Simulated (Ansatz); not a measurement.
Isomers of Li$_{3}$Br$_{3}$⁻ (doublet), relaxed with r2SCAN-D4/def2-SVPD; total energies from Ansatz at PBE-QIDH/def2-TZVPD.

| isomer | description | energy (Eh) |
| --- | --- | --- |
| A | point group C3v; 6 × Br–Li 2.44 to 2.45 Å | -7743.53974 |
| B | point group Cs; 5 × Br–Li 2.29 to 2.42 Å | -7743.53637 |
| C | point group Cs; 4 × Br–Li 2.28 to 2.41 Å | -7743.52755 |
| D | point group Cs; 7 × Br–Li 2.45 to 2.56 Å | -7743.54559 |

Correlated methods freeze 27 core orbitals; core or outer-core shells of Li, Br are correlated, in sets that lack core-valence functions.

The isomers come from a short search, and lower ones may exist.

Q: Work out the relative energies (1 Eh = 2625.5 kJ/mol) and the Boltzmann populations at 1200 K from electronic energies alone (R = 8.314 J/mol/K).

A: ΔE: A 15.4, B 24.2, C 47.4, D 0.0 kJ/mol. RT = 9.98 kJ/mol. Factors exp(−ΔE/RT): A 0.214, B 0.0885, C 0.00866, D 1; sum 1.311. Populations: A 16.3 %, B 6.7 %, C 0.7 %, D 76.3 %. Zero-point energy, vibrational entropy and symmetry numbers are left out and can shift these; an error of 4 kJ/mol changes a ratio by a factor of 1.5. Over the other density-functional and correlated levels in def2 sets, the gap between D and A ranges from 12 to 23 kJ/mol.
